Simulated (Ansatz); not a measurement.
Consider the formal exchange of groups at the Si–C bond: `C[SiH](C)CCl` + `FC[NH][AlH2]` → `C[SiH](C)[NH][AlH2]` + `FCCCl`.

Program: Ansatz. Geometries: PBE0-D4/def2-TZVP. ΔE: electronic, gas phase. CCSD(T)/CBS adds triple-zeta CCSD(T) − MP2 to the extrapolated MP2 energy (def2 sets, frozen cores). This one scheme is used for every species. DFT in def2-TZVPP. Each species was taken in one conformer, which may not be the lowest.

```json
{"species": "`C[SiH](C)CCl`", "r2SCAN energy (Eh)": "-869.39343"}
{"species": "`FC[NH][AlH2]`", "r2SCAN energy (Eh)": "-438.11986"}
{"species": "`C[SiH](C)[NH][AlH2]`", "r2SCAN energy (Eh)": "-668.91534"}
{"species": "`FCCCl`", "r2SCAN energy (Eh)": "-638.62439"}
```

(1) Work out ΔE.

Largest T1 diagnostic among the species: 0.012.

## Answers

(1) ΔE = (-668.91534) + (-638.62439) − (-869.39343) − (-438.11986) = -0.02644 Eh = -0.72 eV. CCSD(T)/CBS gives -0.78 eV.

In def2-TZVPP, CCSD(T) changes the Hartree–Fock value by +0.09 eV (the triples alone add +0.02 eV) and MP2 by +0.08 eV. From PBE to PBE0 (25 % exact exchange), in def2-TZVPP and without D4, ΔE moves by −0.06 eV.
